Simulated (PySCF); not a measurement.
PySCF input for Mg(I)(SMe) (CH3IMgS), SMILES C[S][Mg][I], PBE-D3(BJ)/def2-SVP. The structure is a stationary point at PBE-D3(BJ)/def2-SVP. The structure was generated by enumeration; whether it is a known compound was not checked. The def2 effective core potentials stand for the cores of I; spin–orbit coupling is left out. One conformer was computed; it need not be the lowest.

```python
import numpy as np
from pyscf import gto, scf, dft, df
from pyscf.hessian import thermo

mol = gto.M(
    atom='''
    Mg    0.28566682    0.79183335    0.00000000
    I    -0.05972667   -1.75758480   -0.00000000
    S     0.64837509    3.07601478    0.00000000
    C    -1.06730881    3.76759232   -0.00000000
    H    -1.63632784    3.47949285   -0.90486476
    H    -0.95998123    4.86921787   -0.00000000
    H    -1.63632784    3.47949285    0.90486476
    ''',
    basis='def2-SVP',
    ecp={'I': 'def2-svp'},
    charge=0,
    spin=0,
    max_memory=1600,
    verbose=3,
)
mf = dft.RKS(mol, xc='pbe').density_fit(auxbasis='def2-universal-jkfit')
mf.disp = 'd3bj'
mf.grids.level = 3
mf.conv_tol = 1e-11
mf.max_cycle = 100
mf.kernel()

# [left out here: the lines that compute and print the analytic Hessian (its translational invariance restored by hand, since the grid's response is missing), thermochemistry and intensities]
```

Output:

```
converged SCF energy = -935.40142150004

WARN: DFTD3 does not support analytical Hessian, using finite difference


WARN: Mole.unit (angstrom) is changed to Bohr

Mode                                 0                   1                   2
Irrep
Freq [cm^-1]                       60.0807             67.2303            108.3043
Reduced mass [au]                   4.8414              1.1641              6.3128
Force const [Dyne/A]                0.0103              0.0031              0.0436
Char temp [K]                      86.4428             96.7294            155.8258
Normal mode                   x     y     z       x     y     z       x     y     z
       0  Mg                -0.12  0.00  0.00    0.00 -0.00  0.07   -0.00  0.00  0.17
       1   I                 0.02 -0.02 -0.00   -0.00  0.00 -0.01    0.00 -0.00 -0.01
       2   S                -0.01 -0.01 -0.00    0.00  0.00 -0.01    0.00 -0.00 -0.07
       3   C                 0.07  0.16 -0.00   -0.00 -0.00 -0.02    0.00  0.00 -0.00
       4   H                 0.04  0.22  0.00   -0.19 -0.42  0.24    0.05  0.17 -0.09
       5   H                 0.18  0.15 -0.00   -0.00 -0.00 -0.56    0.00  0.00  0.22
       6   H                 0.04  0.22 -0.00    0.19  0.42  0.24   -0.05 -0.17 -0.09
Mode                                 3                   4                   5
Irrep
Freq [cm^-1]                      152.8618            215.8070            499.9662
Reduced mass [au]                   8.5434             16.0398             21.9060
Force const [Dyne/A]                0.1176              0.4401              3.2262
Char temp [K]                     219.9341            310.4983            719.3401
Normal mode                   x     y     z       x     y     z       x     y     z
       0  Mg                -0.13  0.01 -0.00   -0.04  0.07 -0.00   -0.03 -0.17 -0.00
       1   I                 0.01  0.03 -0.00   -0.00 -0.04 -0.00    0.00  0.01  0.00
       2   S                 0.05 -0.05  0.00    0.06  0.12  0.00    0.02  0.08 -0.00
       3   C                 0.01 -0.14 -0.00   -0.02 -0.04 -0.00   -0.02  0.02 -0.00
       4   H                 0.03 -0.16 -0.00    0.01 -0.09 -0.00   -0.01 -0.01  0.00
       5   H                -0.06 -0.13 -0.00   -0.13 -0.02 -0.00   -0.08  0.02  0.00
       6   H                 0.03 -0.16  0.00    0.01 -0.09  0.00   -0.01 -0.01 -0.00
Mode                                 6                   7                   8
Irrep
Freq [cm^-1]                      683.0820            918.1567            931.4156
Reduced mass [au]                   6.9101              1.1757              1.1915
Force const [Dyne/A]                1.8997              0.5840              0.6090
Char temp [K]                     982.8029           1321.0231           1340.0997
Normal mode                   x     y     z       x     y     z       x     y     z
       0  Mg                -0.00 -0.01  0.00   -0.00 -0.00 -0.00    0.00  0.00 -0.00
       1   I                -0.00  0.00 -0.00   -0.00  0.00  0.00   -0.00 -0.00  0.00
       2   S                -0.09  0.04  0.00    0.00  0.00 -0.02   -0.01 -0.02 -0.00
       3   C                 0.20 -0.09 -0.00   -0.00 -0.00  0.11    0.05  0.10  0.00
       4   H                 0.16 -0.05  0.01    0.56 -0.21 -0.17    0.21 -0.36  0.05
       5   H                 0.15 -0.08 -0.00    0.00 -0.00 -0.25   -0.66  0.17 -0.00
       6   H                 0.16 -0.05 -0.01   -0.56  0.21 -0.17    0.21 -0.36 -0.05
Mode                                 9                  10                  11
Irrep
Freq [cm^-1]                     1283.6946           1404.0804           1407.8968
Reduced mass [au]                   1.1370              1.0524              1.0530
Force const [Dyne/A]                1.1039              1.2224              1.2298
Char temp [K]                    1846.9508           2020.1591           2025.6500
Normal mode                   x     y     z       x     y     z       x     y     z
       0  Mg                 0.00  0.00  0.00   -0.00  0.00  0.00   -0.00 -0.00 -0.00
       1   I                -0.00 -0.00 -0.00    0.00 -0.00 -0.00    0.00 -0.00  0.00
       2   S                 0.01 -0.01  0.00    0.00  0.00  0.00   -0.00  0.00 -0.00
       3   C                 0.09 -0.04 -0.00    0.03  0.05 -0.00    0.00  0.00 -0.06
       4   H                -0.41  0.30  0.17   -0.36 -0.38  0.37    0.08 -0.46  0.06
       5   H                -0.54  0.04  0.00    0.36 -0.00 -0.00    0.00 -0.00  0.71
       6   H                -0.41  0.30 -0.17   -0.36 -0.38 -0.37   -0.08  0.46  0.06
Mode                                12                  13                  14
Irrep
Freq [cm^-1]                     2979.2189           3082.5917           3084.8121
Reduced mass [au]                   1.0308              1.1088              1.1058
Force const [Dyne/A]                5.3903              6.2079              6.1999
Char temp [K]                    4286.4327           4435.1631           4438.3578
Normal mode                   x     y     z       x     y     z       x     y     z
       0  Mg                -0.00 -0.00  0.00    0.00 -0.00 -0.00   -0.00  0.00 -0.00
       1   I                 0.00  0.00 -0.00   -0.00 -0.00  0.00    0.00  0.00  0.00
       2   S                 0.00  0.00  0.00   -0.00 -0.00 -0.00    0.00  0.00 -0.00
       3   C                -0.04  0.02 -0.00    0.00  0.00  0.09   -0.04 -0.08  0.00
       4   H                 0.28  0.17  0.49   -0.33 -0.19 -0.55    0.17  0.09  0.30
       5   H                -0.07 -0.52 -0.00   -0.00 -0.00  0.02    0.09  0.80  0.00
       6   H                 0.28  0.17 -0.49    0.33  0.19 -0.55    0.17  0.09 -0.30
temperature 298.1500 [K]
pressure 101325.00 [Pa]
Rotational constants [GHz] 13.61598 0.54942 0.52994
Symmetry number 1
Zero-point energy (ZPE) 0.03845 [Eh]   100960.032 [J/mol]
                           tot       elec      trans        rot        vib
Entropy [J/mol/K]       370.128      0.000    174.719    120.436     74.974
Cv [J/mol/K]             79.388      0.000     12.472     12.472     54.445
Cp [J/mol/K]             87.703      0.000     20.786     12.472     54.445
Internal energy [J/mol]                      3718.434   3718.434 111397.393
Internal energy [Eh]   -935.35616  -935.40142
Enthalpy [J/mol]                             6197.391   3718.434 111397.393
Enthalpy [Eh]          -935.35522
Gibbs free energy [J/mol]                  -45894.963 -32189.628  89044.029
Gibbs free energy [Eh] -935.39725
mode   freq/cm-1   IR/(km/mol)
   1       60.08         6.975
   2       67.23         2.027
   3      108.30        20.958
   4      152.86        14.099
   5      215.81         3.909
   6      499.97        93.852
   7      683.08         6.237
   8      918.16         7.317
   9      931.42        10.008
  10     1283.69        23.960
  11     1404.08         7.384
  12     1407.90         5.994
  13     2979.22        26.951
  14     3082.59         3.075
  15     3084.81         1.014
max |gradient| / (hartree/bohr): 4.960877409536255e-05
APT charges: [ 0.8999 -0.5057 -0.4612  0.0755 -0.0066  0.0046 -0.0066]
```

The run converged.
